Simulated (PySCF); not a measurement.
# Chromium: a sound run and one with changed settings

Sound run: Cr [Ar] 3d5 4s1, Cr⁺ [Ar] 3d5. Calculation: PySCF 2.14, in cc-pVDZ (6s5p3d1f, 43 functions); no relativity, point nucleus. In the sound run the correlated levels freeze [Ar]. The sound run starts from symmetry-adapted Hartree-Fock orbitals and uses a fine grid where one is needed.

Changed run: scalar relativity by spin-free X2C-1e. This setting is unsound on purpose.

| species | method | sound run (hartree) | changed run (hartree) | converged |
| --- | --- | --- | --- | --- |
| Cr | UHF | -1043.35507 | -1048.63565 | yes |
| Cr | TPSS | -1044.47876 | -1049.75902 | yes |
| Cr | M06-L | -1044.39065 | -1049.67223 | yes |
| Cr | MP2 | -1043.43515 | -1048.71643 | yes |
| Cr⁺ | UHF | -1043.13784 | -1048.41559 | yes |
| Cr⁺ | TPSS | -1044.22047 | -1049.49679 | yes |
| Cr⁺ | M06-L | -1044.14352 | -1049.42098 | no |
| Cr⁺ | MP2 | -1043.20281 | -1048.48086 | yes |

Ionisation energy of Cr:

```
 method  sound run (eV)  changed run (eV)
    UHF           5.911             5.988
   TPSS           7.028             7.136
    MP2           6.322             6.410
SCS-MP2           6.048             6.129
```

Most of the change in total energy is the relativistic energy itself. On top of that the contraction fixes the core shape for the Hamiltonian it was made with, so the changed run is not a good calculation with the other Hamiltonian either.

For comparison, NIST gives 6.767 eV between the lowest levels.
